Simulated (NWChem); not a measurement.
# PbH2SO, singlet; SMILES [OH][Pb][SH]

```xyz
5

Pb    -0.2279    -0.3624     0.0000
O      1.7985    -0.9138     0.0000
H      2.4103    -0.1668     0.0000
S      0.1890     2.1713     0.0000
H     -1.1328     2.4560     0.0000
```
Atoms are numbered in this order, from 1.

Low-valent species are run as closed-shell singlets; no triplet was tried in these runs. All runs use the structure optimised with PBE0/def2-SVP. Not confirmed as a minimum by frequencies. B3LYP is NWChem's, with the RPA form of VWN correlation. def2 effective core potentials on Pb; no spin-orbit coupling.

Symmetry labels are those of Cs in the frame above (b1 and b2, or b-type labels, depend on it).

Task: List the 4 lowest vertical singlet excitations from B3LYP/def2-SVPD with def2 effective core potentials on Pb, TDA (NWChem).

Result: 
```tsv
state	energy (eV)	oscillator strength	symmetry	leading excitation (squared amplitude)
S1	3.80	0.014	a"	HOMO−1 → LUMO (0.98)
S2	3.87	0.031	a'	HOMO → LUMO (0.90)
S3	4.59	0.008	a"	HOMO−3 → LUMO (0.98)
S4	5.03	0.009	a'	HOMO−2 → LUMO (0.86)
```
